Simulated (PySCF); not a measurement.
TDDFT excited states: CuH4NS

Cu(NH3)(SH) (singlet state).
Cartesian coordinates in Å at the PBE0-D3(BJ)/def2-SVP level; atoms count from 1:
```xyz
7
CuH4NS angstrom
Cu     0.1578    0.0712   -0.6551
N      0.1483    0.0496    1.3065
H      1.0005    0.4648    1.6869
H      0.0891   -0.8962    1.6873
H     -0.6336    0.5752    1.7009
S      0.2413    0.1236   -2.7888
H     -1.0034   -0.3883   -2.9378
```

Method: TDDFT PBE0/def2-SVPD, vertical, gas phase, core orbitals frozen in the response (PySCF).

```csv
state,E (eV),λ (nm),f,|μ| (D),"main configurations (H = HOMO, L = LUMO)"
S1,3.55,349.5,0.0098,0.85,H→L (97%)
S2,4.44,279.5,0.043,1.61,H-1→L (94%)
S3,4.66,265.9,0.0001,0.08,H→L+1 (97%)
S4,5.00,248.2,0.0001,0.08,"H-2→L (78%), H-5→L (14%)"
S5,5.05,245.4,0.014,0.85,"H-4→L (70%), H→L+3 (24%)"
S6,5.05,245.3,0.0004,0.15,H-3→L (91%)
S7,5.06,245.2,0.041,1.45,"H→L+3 (71%), H-4→L (24%)"
S8,5.14,241.2,0.054,1.67,H→L+2 (88%)
S9,5.50,225.5,0.010,0.70,H-6→L (90%)
S10,5.57,222.4,0.107,2.25,H-1→L+1 (91%)
S11,5.77,215.0,0.094,2.08,"H-5→L (66%), H-2→L (14%), H-1→L+3 (10%)"
S12,5.80,213.6,0.108,2.21,H-1→L+2 (89%)
S13,6.00,206.7,0.0024,0.32,H-1→L+3 (86%)
S14,6.22,199.2,0.0000,0.01,"H-4→L+1 (51%), H→L+6 (21%), H→L+4 (13%)"
S15,6.25,198.5,0.011,0.68,H-3→L+1 (84%)
```

Triplets (Tamm–Dancoff): T1 3.43 eV, H→L (93%); T2 3.88 eV, H-1→L (84%); T3 4.59 eV, H→L+1 (92%); T4 4.72 eV, H→L+2 (86%).

The lowest singlet comes at 350 nm (342 kJ/mol) in the ultraviolet; it is weak; its leading configuration is HOMO→LUMO (97%). The largest oscillator strength of a single state is 0.108. S5/S6/S7 lie within about 0.01 eV of each other. For S1 the Löwdin share of copper is 16% in HOMO and 47% in LUMO. The oscillator strengths of these states sum to 0.495; summed over the whole spectrum of an exact calculation they would give the number of electrons, 56 (Thomas–Reiche–Kuhn). Of the 15 states listed, 9 reach f = 0.01 and 4 stay under 0.0005. The listed states span 2.70 eV, and the widest gap between neighbours is 0.89 eV (S1 to S2). No computed singlet lies in the visible range (380 to 750 nm); the lowest, at 350 nm, stands 0.28 eV above its violet end (3.26 eV). The window holds the lowest 15 singlets.
